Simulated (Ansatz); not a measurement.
hexafluoropropene (C3F6), singlet, at a GFN2-xTB geometry; CAM-B3LYP/def2-SVP (Ansatz, an electronic-structure program).

The Ansatz input:
Ansatz 0.2 input:
```yaml
crystal:
  periodic: [false, false, false]
  atoms:
    - {symbol: F, position_ang: [2.49184748, -0.18829557, 0.79842098]}
    - {symbol: C, position_ang: [1.31418502, 0.24683492, 0.42467974]}
    - {symbol: F, position_ang: [1.26067366, 1.55824784, 0.42112146]}
    - {symbol: C, position_ang: [0.28229877, -0.52520184, 0.08521556]}
    - {symbol: F, position_ang: [0.37606850, -1.85663792, 0.10149667]}
    - {symbol: C, position_ang: [-1.06436063, 0.03101770, -0.34154878]}
    - {symbol: F, position_ang: [-1.61086992, 0.78624932, 0.61807922]}
    - {symbol: F, position_ang: [-0.95447491, 0.80748822, -1.42550070]}
    - {symbol: F, position_ang: [-1.91799358, -0.94215242, -0.62584863]}
basis:
  gaussian:
    orbitals: def2-SVP
hamiltonian:
  xc: cam_b3lyp
accuracy: high
```

It wrote (shortened):

```
Functional definition: CAM-B3LYP
2822 factors; integrals over basis functions are off by at most 3.6e-9 eV
412 factors; integrals over basis functions are off by at most 2.7e-9 eV
mean field evaluation 1: about -19386.3705 eV, gradient 5.1e1 eV
mean field evaluation 2: about -19385.3387 eV, gradient 6.0e1 eV
mean field evaluation 4: about -19390.3826 eV, gradient 1.9e0 eV
mean field evaluation 8: about -19390.6608 eV, gradient 2.0e-1 eV
mean field evaluation 16: about -19390.6609 eV, gradient 6.1e-5 eV
mean field -19390.66088945 eV, -712.5936442253 hartree, gradient 3.6e-8 eV, S^2 0.000000; 0 other end points of the search recorded, 0 dependent functions left out
reference -19390.66090353 eV, -712.5936447428 hartree; 36, 36 occupied and 90, 90 virtual orbitals, 2822 factors
Total energy: -19390.66090353 eV, -712.5936447428 hartree
```
